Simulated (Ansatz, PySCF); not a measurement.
C3H11ClSi2, SMILES CC[Si@H](Cl)[SiH2]C. Atoms are numbered in the order given.

```xyz
17

C     -2.9859     0.6124     0.3167
C     -2.0449    -0.2262    -0.5597
Si    -0.2533     0.3600    -0.4883
Cl     0.9205    -0.9014    -1.7005
Si     0.7035     0.2228     1.6509
C      2.5776     0.4125     1.5189
H     -2.6961     0.5722     1.3797
H     -4.0256     0.2547     0.2477
H     -2.9836     1.6733     0.0169
H     -2.0616    -1.2855    -0.2509
H     -2.3680    -0.2078    -1.6149
H     -0.1432     1.7353    -1.0606
H      0.3473    -1.1150     2.2175
H      0.1176     1.2653     2.5502
H      2.8424     1.4231     1.1700
H      3.0688     0.2414     2.4894
H      2.9714    -0.3134     0.7907
```
Charge 0, spin multiplicity 1.

Geometry optimised at B3LYP-D3(BJ)/def2-SVP. The structure was generated by enumeration; whether it is a known compound was not checked. The values are those of a single conformer.

Two levels are set side by side: PBE-D3(BJ)/def2-SVP (Ansatz, a quantum-chemistry and plane-wave program) and B3LYP-D3(BJ)/def2-SVP (Ansatz). Each level has its own optimised geometry; the coordinates shown are those of the second. Frequencies come from the Hessian of PySCF at each geometry. Differences are taken from unrounded values.

```tsv
quantity	B3LYP-D3(BJ)	PBE-D3(BJ)	PBE-D3(BJ) minus B3LYP-D3(BJ)
mean bond length (Å)	1.442	1.449	0.008
bond C1–C2 (Å)	1.535	1.536	0.000
bond C2–Si3 (Å)	1.886	1.894	0.007
bond Si3–Cl4 (Å)	2.107	2.110	0.003
bond Si3–Si5 (Å)	2.347	2.353	0.005
bond Si5–C6 (Å)	1.888	1.893	0.005
bond C1–H7 (Å)	1.103	1.110	0.008
bond C1–H8 (Å)	1.102	1.109	0.008
bond C1–H9 (Å)	1.102	1.110	0.007
bond C2–H10 (Å)	1.103	1.111	0.008
bond C2–H11 (Å)	1.104	1.111	0.008
bond Si3–H12 (Å)	1.494	1.508	0.015
bond Si5–H13 (Å)	1.496	1.509	0.013
bond Si5–H14 (Å)	1.496	1.510	0.013
bond C6–H15 (Å)	1.101	1.108	0.007
bond C6–H16 (Å)	1.101	1.108	0.007
bond C6–H17 (Å)	1.101	1.108	0.007
highest harmonic wavenumber (cm⁻¹)	3133	3087	-47
mean harmonic wavenumber (cm⁻¹)	1266	1233	-34
zero-point energy (kcal/mol)	81.47	79.30	-2.17
```

GGA bonds tend to be longer and softer than those of functionals with exact exchange. Differences between two approximate levels are no errors against the true value.
